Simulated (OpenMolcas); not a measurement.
## Multiplet structure of B⁺

| Item | Value |
| --- | --- |
| Program | OpenMolcas |
| Method | MS-CASPT2, IPEA 0.25 Eh, imaginary shift 0.1 Eh (closed shells correlated: 1s) |
| Basis | ANO-RCC-VTZP [4s3p2d1f] |
| Scalar Hamiltonian | DKH2, point nucleus |
| Active space | 2 electrons in 4 orbitals (2s 2p) |
| State averaging | 2S+1 = 3 even, 3 roots; 2S+1 = 1 even, 7 roots; 2S+1 = 3 odd, 3 roots; 2S+1 = 1 odd, 3 roots |
| Spin-orbit coupling | RASSI with atomic mean-field integrals over the reference wave functions, term energies averaged over their components |

Spin-free terms above the lowest, with the occupations of the reference:

```csv
Configuration,Term,E (cm⁻¹),Occupations
2s²,¹S,0.0,2s 1.83 2p 0.17
2s 2p,³P°,37340,2s 1.00 2p 1.00
2s 2p,¹P°,75638,2s 1.00 2p 1.00
2p²,³P,99242,2p 2.00
2p²,¹D,104830,2p 2.00
2p²,¹S,131397,2s 0.17 2p 1.83
```

With spin-orbit coupling, above the lowest level:

```json
{"Configuration": "2s²", "Term": "¹S", "J": "0", "E (cm⁻¹)": "0.0", "Measured (cm⁻¹)": "0.0", "g": "", "Term weight %": "100"}
{"Configuration": "2s 2p", "Term": "³P°", "J": "0", "E (cm⁻¹)": "37325", "Measured (cm⁻¹)": "37336", "g": "", "Term weight %": "100"}
{"Configuration": "2s 2p", "Term": "³P°", "J": "1", "E (cm⁻¹)": "37332", "Measured (cm⁻¹)": "37342", "g": "1.501", "Term weight %": "100"}
{"Configuration": "2s 2p", "Term": "³P°", "J": "2", "E (cm⁻¹)": "37347", "Measured (cm⁻¹)": "37358", "g": "1.501", "Term weight %": "100"}
{"Configuration": "2s 2p", "Term": "¹P°", "J": "1", "E (cm⁻¹)": "75638", "Measured (cm⁻¹)": "73397", "g": "1.000", "Term weight %": "100"}
{"Configuration": "2p²", "Term": "³P", "J": "0", "E (cm⁻¹)": "99228", "Measured (cm⁻¹)": "98911", "g": "", "Term weight %": "100"}
{"Configuration": "2p²", "Term": "³P", "J": "1", "E (cm⁻¹)": "99235", "Measured (cm⁻¹)": "98920", "g": "1.501", "Term weight %": "100"}
{"Configuration": "2p²", "Term": "³P", "J": "2", "E (cm⁻¹)": "99250", "Measured (cm⁻¹)": "98933", "g": "1.501", "Term weight %": "100"}
{"Configuration": "2p²", "Term": "¹D", "J": "2", "E (cm⁻¹)": "104830", "Measured (cm⁻¹)": "102363", "g": "1.000", "Term weight %": "100"}
{"Configuration": "2p²", "Term": "¹S", "J": "0", "E (cm⁻¹)": "131397", "Measured (cm⁻¹)": "127661", "g": "", "Term weight %": "100"}
```

Against the 9 measured excited levels shown (NIST Handbook of Basic Atomic Spectroscopic Data) the mean absolute deviation is 1000 cm-1; the largest miss in energy is 2p² ¹S₀: computed 131397, measured 127661 cm⁻¹ (+2.9 %).

Computed and measured levels are paired by configuration, term and J; levels that our copy of the source lacks, or whose pairing is in doubt (as where it misses far off the trend of its configuration), stay unpaired and out of the deviations. Only configurations of the active space appear.

The term weight is that of the spin-free term in the level, not the purity of its configuration. ° marks odd parity.
